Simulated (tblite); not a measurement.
Compound: ClH5SSi2 (charge +1 and doublet state).
SMILES with atom numbers: `[SiH3:1][S+:2][SiH2:3][Cl:4]` (hydrogens: H5, H6, H7 on Si1; H8, H9 on Si3)

Computed geometry: GFN2-xTB, gas phase. This method treats the open shell by occupation alone, without spin polarisation.

Q: What internal coordinates does the optimisation give?

A: 
| bond | length (Å) | order |
| --- | --- | --- |
| Si1–S2 | 2.238 | single |
| S2–Si3 | 2.283 | single |
| Si3–Cl4 | 1.953 | single |
| Si1–H5, Si1–H6, Si1–H7 | 1.457 | single |
| Si3–H8, Si3–H9 | 1.457 | single |

Bonds in one row agree within 0.01 Å and their mean is given. Orders are formal, as drawn. A selection of angles:
| angle | degrees |
| --- | --- |
| S2–Si1–H5 | 99.1 |
| S2–Si1–H6 | 102.6 |
| S2–Si1–H7 | 100.6 |
| H5–Si1–H6 | 115.5 |
| H6–Si1–H7 | 118.0 |
| Si1–S2–Si3 | 117.6 |
| S2–Si3–Cl4 | 107.1 |
| S2–Si3–H8 | 97.2 |
| Cl4–Si3–H8 | 118.5 |
| H8–Si3–H9 | 112.6 |

Dihedral angles: Si1–S2–Si3–Cl4 -179° (antiperiplanar). The mirror-image conformer, all signs reversed, is as good.

The 2 S–Si bonds span 2.238 Å (Si1–S2, drawn single) to 2.283 Å (S2–Si3, drawn single), a spread of 0.045 Å. Si3 (silicon bonded to Cl, S and 2 H) is distorted tetrahedral (angles from 97.2° to 118.5°). Si1 (silicon bonded to S and 3 H) is distorted tetrahedral (angles from 99.1° to 118.0°). The 4 heavy atoms lie in one plane (0.004 Å rms).

Its GFN2-xTB frequencies are all real (lowest 16 cm⁻¹).
